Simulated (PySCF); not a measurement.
Job file and geometry (Å, from GFN2-xTB) of an NMR shielding run on `InChI=1S/C6H13PSi/c8-5-7-6-3-1-2-4-6/h5-6H,1-4H2,8H3`, GIAO PBE0/pcSseg-1 NMR shielding, non-relativistic, gas phase (PySCF); density fitting, a coarse starting grid and PySCF grid level 2 are the driver's defaults:

```
$ OMP_NUM_THREADS=1 python probes_run.py task.json out

{"job": {"kind": "nmr", "xc": "PBE0", "basis": "pcSseg-1"}, "charge": 0, "multiplicity": 1}
Si     3.761144    -0.374265    -0.080867
C      1.906795    -0.264629     0.171540
P      1.146589    -0.543044     1.637767
C     -0.668701    -0.272792     1.209781
C     -0.979646     1.182821     0.826822
C     -2.168302     1.064631    -0.121138
C     -1.806964    -0.155386    -0.963952
C     -1.188871    -1.136549     0.038954
H      4.415593    -0.709664     1.181603
H      4.042060    -1.401658    -1.092030
H      4.247375     0.916167    -0.585379
H      1.307932    -0.010081    -0.695874
H     -1.228419    -0.524358     2.117764
H     -1.190355     1.797679     1.701334
H     -0.133480     1.626293     0.296092
H     -2.315429     1.961758    -0.721494
H     -3.080597     0.871407     0.445695
H     -1.071106     0.129370    -1.718395
H     -2.668630    -0.581163    -1.476534
H     -1.943516    -1.834832     0.402401
H     -0.392392    -1.724762    -0.419860
```

Problem. Write the output of this run.

Solution. 
```
coarse grid: 17824 points
cycle   1  E = -866.5715285192  dE =  7.184e-01  |g| = 4.468e-01  |ddm| = 4.146e+00
cycle   2  E = -866.5122098990  dE =  5.932e-02  |g| = 6.395e-01  |ddm| = 9.494e-01
cycle   3  E = -866.6197178181  dE = -1.075e-01  |g| = 1.308e-01  |ddm| = 7.196e-01
cycle   4  E = -866.6244625565  dE = -4.745e-03  |g| = 5.099e-02  |ddm| = 2.010e-01
cycle   5  E = -866.6251497569  dE = -6.872e-04  |g| = 1.219e-02  |ddm| = 5.709e-02
cycle   6  E = -866.6251848311  dE = -3.507e-05  |g| = 3.883e-03  |ddm| = 1.769e-02
cycle   7  E = -866.6251884765  dE = -3.645e-06  |g| = 5.955e-04  |ddm| = 4.058e-03
final grid: 160936 points
cycle   8  E = -866.6757792278  dE = -5.477e-05  |g| = 9.724e-03  |ddm| = 3.790e-02
cycle   9  E = -866.6757438210  dE =  3.541e-05  |g| = 1.501e-02  |ddm| = 2.133e-02
cycle  10  E = -866.6758022675  dE = -5.845e-05  |g| = 2.442e-03  |ddm| = 1.558e-02
cycle  11  E = -866.6758040380  dE = -1.771e-06  |g| = 6.200e-04  |ddm| = 3.267e-03
cycle  12  E = -866.6758041361  dE = -9.807e-08  |g| = 1.362e-04  |ddm| = 6.624e-04
cycle  13  E = -866.6758041404  dE = -4.289e-09  |g| = 5.009e-05  |ddm| = 2.083e-04
cycle  14  E = -866.6758041410  dE = -6.073e-10  |g| = 8.872e-06  |ddm| = 5.617e-05
converged SCF energy = -866.6758041410

GIAO shielding tensors (ppm)
atom      isotropic    diamagn.    paramagn.     s11        s22        s33       span
  0 Si     423.878     878.799    -454.921    397.825    408.631    465.179     67.354
  1 C       -7.107     266.561    -273.668   -209.899      1.396    187.181    397.081
  2 P     -151.225     967.807   -1119.032   -566.086   -272.999    385.409    951.496
  3 C      136.675     255.289    -118.614    101.772    151.120    157.133     55.361
  4 C      145.048     247.576    -102.528    119.148    150.407    165.589     46.440
  5 C      153.905     249.756     -95.851    129.155    163.202    169.359     40.204
  6 C      154.221     248.131     -93.911    131.216    162.457    168.990     37.774
  7 C      149.264     248.094     -98.831    118.205    155.000    174.586     56.381
  8 H       27.342      27.577      -0.235     24.087     26.536     31.403      7.316
  9 H       27.198      27.408      -0.209     23.956     25.489     32.151      8.195
 10 H       27.209      27.448      -0.239     23.973     25.549     32.105      8.131
 11 H       22.025      36.842     -14.817     13.603     23.138     29.333     15.731
 12 H       28.800      33.732      -4.931     25.198     26.532     34.672      9.474
 13 H       29.446      30.965      -1.520     25.013     27.713     35.610     10.597
 14 H       30.313      32.423      -2.110     25.682     29.911     35.345      9.662
 15 H       29.716      29.940      -0.224     25.287     26.644     37.217     11.930
 16 H       30.301      30.720      -0.418     25.622     27.604     37.678     12.056
 17 H       29.986      31.726      -1.739     25.613     28.197     36.149     10.535
 18 H       29.674      29.865      -0.191     25.057     26.745     37.220     12.163
 19 H       29.596      31.533      -1.937     24.348     27.923     36.517     12.169
 20 H       29.909      32.484      -2.575     25.644     29.050     35.032      9.388
```

Problem. Turn these shieldings into chemical shifts. References, each an isolated molecule treated in the same way: ²⁹Si (349.16 ppm) and ¹³C (186.93 ppm) and ¹H (31.72 ppm) against TMS; ³¹P (318.38 ppm) vs H3PO4.

Solution. Averaging equivalent atoms: Si 0: -74.7; C 1: 194.0; C 3: 50.3; C 4/7: 39.8; C 5/6: 32.9; P 2: 469.6; H 11: 9.69; H 8/9/10: 4.47; H 12: 2.92; H 13/19: 2.20; H 15/17: 1.87; H 16/18: 1.73; H 14/20: 1.61 ppm. Experimental scales use liquid or dissolved standards, which lie at an offset from isolated H3PO4.

Size and cost of the density-fitted run: 215 basis functions, 60 s wall time on 1 thread of an Arm Neoverse V1, shared host; peak memory 0.92 GiB.
